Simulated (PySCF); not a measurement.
# Neon: a sound run and one with changed settings

Sound run: Ne⁺ [He] 2s2 2p5, Ne²⁺ [He] 2s2 2p4. Calculation: PySCF 2.14, in cc-pVDZ; no relativity, point nucleus. The sound run starts from symmetry-adapted Hartree-Fock orbitals and uses a fine grid where one is needed.

Changed run: 6 angular points. This setting is unsound on purpose.

| species | method | sound run (hartree) | changed run (hartree) | converged |
| --- | --- | --- | --- | --- |
| Ne⁺ | UHF | -127.76598 | -127.76598 | yes |
| Ne⁺ | PBE | -128.01388 | -128.06285 | yes |
| Ne⁺ | B3LYP | -128.12601 | -128.16154 | yes |
| Ne²⁺ | UHF | -126.31746 | -126.31746 | yes |
| Ne²⁺ | PBE | -126.49765 | -126.54992 | yes |
| Ne²⁺ | B3LYP | -126.60397 | -126.64212 | yes |

Ionisation energy of Ne⁺:

```csv
method,sound run (eV),changed run (eV)
UHF,39.416,39.416
PBE,41.259,41.169
B3LYP,41.417,41.345
```

A coarse angular grid integrates products of high-l functions wrongly, so density functionals can shift, and the SCF can exploit the error; Hartree-Fock and MP2 need no grid.

For comparison, NIST gives 40.963 eV between the lowest levels.
